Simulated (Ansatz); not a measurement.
Calculated with Ansatz (gas phase, PBE0-D4/def2-TZVP geometries, no zero-point term in ΔE). CCSD(T)/CBS is the MP2 limit (def2-TZVPP, def2-QZVPP) plus CCSD(T) − MP2 in def2-TZVPP, frozen cores. DFT in def2-TZVPP. B3LYP here is the variant with VWN-RPA as its local correlation; programs differ in this. Each species was taken in one conformer, which may not be the lowest.

`NBO[SiH2]F` + `BCSCF` → `BCS[SiH2]F` + `NBOCF`  (redistribution)

```csv
level,ΔE (kcal/mol),difference from CCSD(T)/CBS
PBE-D4,13.0,-3.5
r2SCAN-D4,15.1,-1.4
PBE0-D4,13.6,-2.9
B3LYP-D4,15.5,-1.0
ωB97X-V,15.0,-1.5
ωB97M-V,15.6,-0.9
B2PLYP,16.3,-0.2
PBE,13.1,-3.4
r2SCAN,15.1,-1.4
PBE0,13.7,-2.8
B3LYP,15.8,-0.7
HF/def2-TZVPP,16.7,0.2
MP2/def2-TZVPP,16.6,0.1
SCS-MP2/def2-TZVPP,16.8,0.3
CCSD/def2-TZVPP,16.1,-0.4
CCSD(T)/def2-TZVPP,15.8,-0.7
HF/def2-QZVPP,17.3,0.8
MP2/def2-QZVPP,17.2,0.7
SCS-MP2/def2-QZVPP,17.4,0.9
HF/CBS(def2),17.4,0.9
MP2/CBS(def2),17.3,0.8
CCSD/CBS(def2),16.8,0.3
CCSD(T)/CBS,16.5,0
```

Largest T1 diagnostic among the species: 0.012.
